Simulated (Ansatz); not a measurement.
`O[SiH2][SiH](Cl)Cl` + `BN` → `BN[SiH2]O` + `Cl[SiH2]Cl`  (cleavage of the Si–Si bond)

Gas-phase electronic energies from Ansatz, PBE0-D4/def2-TZVP geometries. CBS: MP2 limit from def2 TZ/QZ plus the TZ coupled-cluster correction, frozen cores. This one scheme is used for every species. DFT in def2-TZVPP. HSE06 is defined as in plane-wave codes. Each species was taken in one conformer, which may not be the lowest.

| level | ΔE (kJ/mol) | difference from CCSD(T)/CBS |
| --- | --- | --- |
| PBE-D4 | -40.0 | 25.9 |
| B97M-V | -57.6 | 8.3 |
| r2SCAN0-D4 | -60.8 | 5.1 |
| HSE06-D4 | -48.3 | 17.6 |
| CAM-B3LYP-D4 | -64.5 | 1.4 |
| B2PLYP | -67.4 | -1.5 |
| revPBE | -41.9 | 24.0 |
| r2SCAN | -57.5 | 8.4 |
| r2SCANh | -59.3 | 6.6 |
| HSE06 | -51.2 | 14.7 |
| CAM-B3LYP | -67.8 | -1.9 |
| HF/def2-TZVPP | -83.2 | -17.3 |
| MP2/def2-TZVPP | -74.1 | -8.2 |
| HF/def2-QZVPP | -84.6 | -18.7 |
| MP2/def2-QZVPP | -73.3 | -7.4 |
| MP2/CBS(def2) | -71.8 | -5.9 |
| CCSD(T)/CBS | -65.9 | 0 |

Task: What do rigid-rotor, harmonic-oscillator terms from PBE0-D4/def2-TZVP frequencies (298.15 K, 1 bar) make of the CCSD(T)/CBS value? (Best estimate.)

Result: Ansatz gave: ΔZPE = -3.2 kJ/mol, ΔH = -72.1 kJ/mol, ΔS = -10 J/(mol·K), ΔG = -69.2 kJ/mol. Modes under 50 cm⁻¹ make the entropy rough.

Largest T1 diagnostic among the species: 0.012.

From PBE to PBE0 (25 % exact exchange), in def2-TZVPP and without D4, ΔE moves by −8.4 kJ/mol. The D4 term adds +4.7 kJ/mol with B3LYP and +2.9 kJ/mol with PBE0; it sums over pairs of atoms, weighted by their polarisabilities, and B3LYP, whose exchange is more repulsive, gets the larger term.

B3LYP here is the variant with VWN-RPA as its local correlation; programs differ in this.
